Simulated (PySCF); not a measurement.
C2Cl2O2Pt, charge -1, doublet, at a GFN2-xTB geometry (such geometries of metal compounds can be far from the true shape) (the multiplicity is a formal guess) (core potentials on Pt), with bond 3-1 at 1.3 times its length; DF-B3LYP/def2-SVP in PySCF.

The PySCF input:
```python
from pyscf import gto, scf, dft

mol = gto.Mole()
mol.atom = '''
    Pt    0.06480347   -0.01452783    0.17195661
    Cl    1.69255783   -0.77775687   -1.54203070
    Cl   -2.93468541    1.17571496    0.05600817
    O     1.27853031    2.77339943    0.23086037
    C     0.84369178    1.70694216    0.27963943
    O    -0.96477093   -2.84373893    0.60170309
    C    -0.54632550   -1.77360661    0.50942479
'''
mol.basis = 'def2-svp'
mol.ecp = {'Pt': 'def2-svp'}
mol.charge = -1
mol.spin = 1
mol.verbose = 4
mol.build()

mf = dft.UKS(mol)
mf.xc = 'b3lyp'
mf.damp = 0.5
mf.diis_start_cycle = 5
mf = mf.density_fit(auxbasis='def2-universal-jkfit')
mf.kernel()
```

Output, abridged:

```
PySCF version 2.14.0

[INPUT] verbose = 4
[INPUT] num. atoms = 7
[INPUT] num. electrons = 81
[INPUT] charge = -1
[INPUT] spin (= nelec alpha-beta = 2S) = 1
[INPUT] symmetry False subgroup None
[INPUT] Mole.unit = angstrom
[INPUT] Symbol           X                Y                Z      unit          X                Y                Z       unit  Magmom
[INPUT]  1 Pt     0.064803470000  -0.014527830000   0.171956610000 AA    0.122460810221  -0.027453619884   0.324950898209 Bohr   0.0
[INPUT]  2 Cl     1.692557830000  -0.777756870000  -1.542030700000 AA    3.198470748688  -1.469747475799  -2.914015698671 Bohr   0.0
[INPUT]  3 Cl    -2.934685410000   1.175714960000   0.056008170000 AA   -5.545751686657   2.221779274954   0.105840102038 Bohr   0.0
[INPUT]  4 O      1.278530310000   2.773399430000   0.230860370000 AA    2.416072127855   5.240965356725   0.436262872316 Bohr   0.0
[INPUT]  5 C      0.843691780000   1.706942160000   0.279639430000 AA    1.594346397747   3.225653192874   0.528441936329 Bohr   0.0
[INPUT]  6 O     -0.964770930000  -2.843738930000   0.601703090000 AA   -1.823152830642  -5.373887747464   1.137054048405 Bohr   0.0
[INPUT]  7 C     -0.546325500000  -1.773606610000   0.509424790000 AA   -1.032405569866  -3.351630745618   0.962673334164 Bohr   0.0

nuclear repulsion = 449.956754513578
number of shells = 52
number of NR pGTOs = 225
number of NR cGTOs = 124
basis = def2-svp
ecp = {'Pt': 'def2-svp'}

******** <class 'pyscf.df.df_jk.DFUKS'> ********
method = DFUKS
initial guess = minao
damping factor = 0.5
level_shift factor = 0
DIIS = <class 'pyscf.scf.diis.CDIIS'>
diis_start_cycle = 5
diis_space = 8
diis_damp = 0
SCF conv_tol = 1e-09
SCF conv_tol_grad = None
SCF max_cycles = 50
direct_scf = False
number electrons alpha = 41  beta = 40
XC library pyscf.dft.libxc version 7.1.2
    S. Lehtola, C. Steigemann, M. J. T. Oliveira, and M. A. L. Marques,  SoftwareX 7, 1–5 (2018)
XC functionals = b3lyp
    P. J. Stephens, F. J. Devlin, C. F. Chabalowski, and M. J. Frisch,  J. Phys. Chem. 98, 11623 (1994)
radial grids:
    Treutler-Ahlrichs [JCP 102, 346 (1995); DOI:10.1063/1.469408] (M4) radial grids

becke partition: Becke, JCP 88, 2547 (1988); DOI:10.1063/1.454033
pruning grids: <function nwchem_prune>
grids dens level: 3
symmetrized grids: False
atomic radii adjust function: <function treutler_atomic_radii_adjust>
small_rho_cutoff = 0
Set gradient conv threshold to 3.16228e-05
tot grids = 118472
******** <class 'pyscf.df.df.DF'> ********
auxbasis = def2-universal-jkfit
init E= -1254.85632492594

cycle= 1 E= -1265.20732784462  delta_E= -10.4  |g|= 1.18  |ddm|= 6.25

cycle= 2 E= -1264.88142321395  delta_E= 0.326  |g|= 1.69  |ddm|= 2.89
cycle= 3 E= -1264.8129609601  delta_E= 0.0685  |g|= 1.53  |ddm|= 3.05
cycle= 4 E= -1263.54187137358  delta_E= 1.27  |g|=  2.4  |ddm|= 3.39
cycle= 5 E= -1244.92081799502  delta_E= 18.6  |g|= 5.78  |ddm|= 13.5
cycle= 6 E= -1089.15157586994  delta_E=  156  |g|= 7.58  |ddm|= 20.3
cycle= 7 E= -1241.80341475014  delta_E= -153  |g|=  4.4  |ddm|= 20.2
cycle= 8 E= -1261.88747775938  delta_E= -20.1  |g|= 2.76  |ddm|= 10.2
cycle= 9 E= -1265.36955982301  delta_E= -3.48  |g|= 1.15  |ddm|= 3.84
cycle= 10 E= -1262.5494079127  delta_E= 2.82  |g|= 2.18  |ddm|= 2.12
cycle= 11 E= -1265.69468704012  delta_E= -3.15  |g|= 0.869  |ddm|= 1.99
cycle= 12 E= -1265.79211894861  delta_E= -0.0974  |g|= 0.729  |ddm|= 1.35
cycle= 13 E= -1266.09224943527  delta_E= -0.3  |g|= 0.288  |ddm|= 1.52
cycle= 14 E= -1266.14515998539  delta_E= -0.0529  |g|= 0.11  |ddm|= 0.436
cycle= 15 E= -1266.15112317622  delta_E= -0.00596  |g|= 0.0668  |ddm|= 0.187
cycle= 16 E= -1266.15521605839  delta_E= -0.00409  |g|= 0.0205  |ddm|= 0.126
cycle= 17 E= -1266.15553170998  delta_E= -0.000316  |g|= 0.0154  |ddm|= 0.0545
cycle= 18 E= -1266.1556005788  delta_E= -6.89e-05  |g|= 0.0109  |ddm|= 0.0264
cycle= 19 E= -1266.15567120497  delta_E= -7.06e-05  |g|= 0.00306  |ddm|= 0.0126
cycle= 20 E= -1266.15568498854  delta_E= -1.38e-05  |g|= 0.00233  |ddm|= 0.0144
cycle= 21 E= -1266.15569106284  delta_E= -6.07e-06  |g|= 0.000747  |ddm|= 0.00675
cycle= 22 E= -1266.15569198644  delta_E= -9.24e-07  |g|= 0.000659  |ddm|= 0.00346
cycle= 23 E= -1266.15569229303  delta_E= -3.07e-07  |g|= 0.000359  |ddm|= 0.00146
cycle= 24 E= -1266.15569240077  delta_E= -1.08e-07  |g|= 0.000279  |ddm|= 0.00109
cycle= 25 E= -1266.1556924622  delta_E= -6.14e-08  |g|= 6.83e-05  |ddm|= 0.000659
cycle= 26 E= -1266.15569247421  delta_E= -1.2e-08  |g|= 5.41e-05  |ddm|= 0.000465
cycle= 27 E= -1266.15569247672  delta_E= -2.51e-09  |g|= 2.5e-05  |ddm|= 0.000104
cycle= 28 E= -1266.15569247888  delta_E= -2.17e-09  |g|= 1.95e-05  |ddm|= 0.000231
cycle= 29 E= -1266.15569247901  delta_E= -1.23e-10  |g|= 1.59e-05  |ddm|= 5.2e-05
Extra cycle  E= -1266.155692478  delta_E= 1e-09  |g|= 4.65e-05  |ddm|= 8.05e-05
converged SCF energy = -1266.155692478  <S^2> = 0.7579889  2S+1 = 2.007973
```
